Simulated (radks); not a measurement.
Q: Spherical quantum dot in the effective-mass picture: electrons in a well V = -V0 / (1 + exp((r - R)/a)) with V0 = 29.1, R = 1.86, a = 0.12, all in effective atomic units (hartree* = m*/eps^2 hartree, bohr* = eps/m* bohr), one dielectric constant everywhere. Method: non-relativistic Kohn-Sham, PBE, spin-polarised, spherical densities; computed with a radial shooting solver with Libxc functionals. Levels are named by radial order and angular momentum (1s, 1p, 1d, 2s, ...), and open shells are averaged over m. Results are scaled to m* = 0.064 and eps = 9, for which hartree* = 21.5 meV and bohr* = 7.442 nm. At N = 27 the configuration is 1s2 1p6 1d10 2s(up 1, down 0) 1f(up 7, down 1). Does electron 28 go into 2s down or 1f down or 1g up?

A: Into 1f down. The total energies of the other choices lie higher by 4.67 meV (2s down), 43.9 meV (1g up).
